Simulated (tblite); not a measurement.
Species: C₅H₁₂AlNSi.
Numbering: `[CH3:1][C:2]#[N+:3][AlH2-:4][C@@H:5]1[CH2:6][CH2:7][SiH2:8]1` (hydrogens: H9, H10, H11 on C1; H12, H13 on Al4; H14 on C5; H15, H16 on C6; H17, H18 on C7; H19, H20 on Si8)
Bond orders are those of one Lewis drawing.

Computed with GFN2-xTB (tblite), gas phase: L-BFGS steps from a force-field or distance-geometry start until the largest atomic force falls under 0.01 eV/Å.

Step 72: E = -611.8384 eV
```
atom  x, y, z in Å  |  force x, y, z in eV/Å
C1      3.2589   -0.4159    1.3966   -0.004  -0.009   0.005
C2      2.2210   -0.1843    0.4482   -0.009  -0.007  -0.001
N3      1.3652   -0.0041   -0.2921    0.042  -0.014   0.030
Al4     0.3320    0.3739   -1.9568    0.028   0.026   0.019
C5     -1.5137    0.2241   -1.1852    0.003   0.040   0.033
C6     -1.5362    1.1784    0.0478   -0.012  -0.005   0.005
C7     -1.7959    0.1709    1.1818    0.009   0.006  -0.011
Si8    -1.8631   -1.2773   -0.0615   -0.014   0.014   0.005
H9      3.9153    0.4530    1.4452   -0.010   0.003  -0.011
H10     2.8192   -0.5932    2.3788    0.004   0.004  -0.008
H11     3.8384   -1.2897    1.0982   -0.007   0.005  -0.012
H12     0.9449    1.8128   -2.0920    0.005  -0.013  -0.007
H13     0.9504   -0.7607   -2.8360    0.002   0.007  -0.023
H14    -2.3604    0.4214   -1.8531    0.015  -0.014  -0.004
H15    -2.3109    1.9430   -0.0206    0.008  -0.016   0.008
H16    -0.5746    1.6975    0.1828   -0.046  -0.007  -0.053
H17    -0.9931    0.1417    1.9182   -0.009  -0.007   0.007
H18    -2.7202    0.3762    1.7188    0.015  -0.006   0.005
H19    -0.8217   -2.3018    0.1283    0.016  -0.002   0.018
H20    -3.1605   -1.9553   -0.1456   -0.037  -0.006  -0.006
```

Step 73: E = -611.8389 eV
```
atom  x, y, z in Å  |  force x, y, z in eV/Å
C1      3.2592   -0.4177    1.3958    0.002  -0.007   0.008
C2      2.2183   -0.1895    0.4505   -0.007  -0.003   0.000
N3      1.3597   -0.0105   -0.2865    0.032  -0.012   0.019
Al4     0.3330    0.3760   -1.9528    0.022   0.032   0.017
C5     -1.5142    0.2190   -1.1880   -0.007   0.046   0.042
C6     -1.5375    1.1774    0.0416   -0.014  -0.001   0.029
C7     -1.7909    0.1730    1.1800    0.002   0.005   0.003
Si8    -1.8636   -1.2778   -0.0589   -0.020   0.007  -0.004
H9      3.9134    0.4528    1.4412   -0.004   0.012  -0.009
H10     2.8227   -0.5945    2.3790    0.000   0.002   0.004
H11     3.8403   -1.2898    1.0972   -0.002  -0.007  -0.016
H12     0.9413    1.8173   -2.0772    0.008  -0.006  -0.005
H13     0.9592   -0.7478   -2.8370    0.008  -0.007  -0.032
H14    -2.3617    0.4145   -1.8552    0.018  -0.017  -0.015
H15    -2.3147    1.9393   -0.0278    0.006  -0.019   0.009
H16    -0.5779    1.7006    0.1743   -0.036  -0.005  -0.058
H17    -0.9868    0.1478    1.9152    0.003  -0.011  -0.008
H18    -2.7128    0.3766    1.7216    0.002   0.006  -0.003
H19    -0.8274   -2.3069    0.1290    0.024  -0.008   0.022
H20    -3.1647   -1.9493   -0.1402   -0.035  -0.007  -0.004
```

Question: Estimate the geometry and energy of step 74. (The exact step hangs on the optimiser's Hessian estimate; all steps are aligned on step 73, rigid shifts and turns removed.)

Answer: E = -611.8394 eV, largest force 0.053 eV/Å
```
atom  x, y, z in Å  |  force x, y, z in eV/Å
C1      3.2594   -0.4194    1.3953    0.009  -0.004   0.009
C2      2.2154   -0.1944    0.4534    0.000  -0.001   0.006
N3      1.3541   -0.0168   -0.2805    0.012  -0.007   0.000
Al4     0.3343    0.3785   -1.9482    0.012   0.024   0.011
C5     -1.5147    0.2148   -1.1901   -0.013   0.031   0.035
C6     -1.5387    1.1763    0.0359   -0.016   0.004   0.041
C7     -1.7856    0.1752    1.1783   -0.008  -0.001   0.016
Si8    -1.8643   -1.2782   -0.0564   -0.021  -0.007  -0.010
H9      3.9113    0.4527    1.4370    0.001   0.017  -0.006
H10     2.8264   -0.5960    2.3797   -0.001  -0.001   0.016
H11     3.8416   -1.2899    1.0954    0.004  -0.017  -0.016
H12     0.9372    1.8216   -2.0621    0.014   0.007  -0.004
H13     0.9678   -0.7350   -2.8388    0.010  -0.014  -0.035
H14    -2.3625    0.4071   -1.8576    0.018  -0.014  -0.023
H15    -2.3179    1.9354   -0.0348   -0.007  -0.011   0.013
H16    -0.5814    1.7033    0.1643   -0.014   0.004  -0.051
H17    -0.9801    0.1536    1.9122    0.015  -0.013  -0.019
H18    -2.7054    0.3771    1.7237   -0.012   0.017  -0.005
H19    -0.8326   -2.3119    0.1300    0.023  -0.008   0.023
H20    -3.1695   -1.9432   -0.1350   -0.027  -0.006  -0.001
```

The energy changes by -0.0005 eV. The first-order estimate −F·Δx gives -0.0007 eV and the mean of the old and new forces, exact on a quadratic surface, -0.0005 eV. The step makes an angle of 83° with the force vector and moves no atom by more than 0.016 Å.

What follows is the cost of the whole relaxation. Hardware: one thread, Arm Neoverse N1 (aarch64) (shared host). Cost: 1.6 s.
